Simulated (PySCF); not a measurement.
H4N2O2W, SMILES [NH2][W]([NH2])(=[O])=[O], multiplicity 1. The structure is a stationary point at r2SCAN-D4/def2-SVP. The multiplicity is an assumed one; no other spin state was optimised. The structure was generated by enumeration; whether it is a known compound was not checked. The def2 effective core potentials stand for the cores of W; spin–orbit coupling is left out. Other conformers were not sampled.

Computed equilibrium geometry at r2SCAN-D4/def2-SVP (PySCF confirms it by a frequency run) as bond lengths and angles, and its point group (one conformer of several):
point group C2v.
Atoms: W1 O2 O3 N4 H5 H6 N7 H8 H9. Bonded distances (Å): W1–O2 1.724, W1–O3 1.724, W1–N4 1.953, W1–N7 1.953, N4–H5 1.018, N4–H6 1.018, N7–H8 1.018, N7–H9 1.018. Bond angles (°): O2–W1–O3 114.0, O2–W1–N4 107.7, O2–W1–N7 107.7, O3–W1–N4 107.7, O3–W1–N7 107.7, N4–W1–N7 112.1, W1–N4–H5 124.5, W1–N4–H6 124.5, H5–N4–H6 110.8, W1–N7–H8 124.5, W1–N7–H9 124.5, H8–N7–H9 110.8.
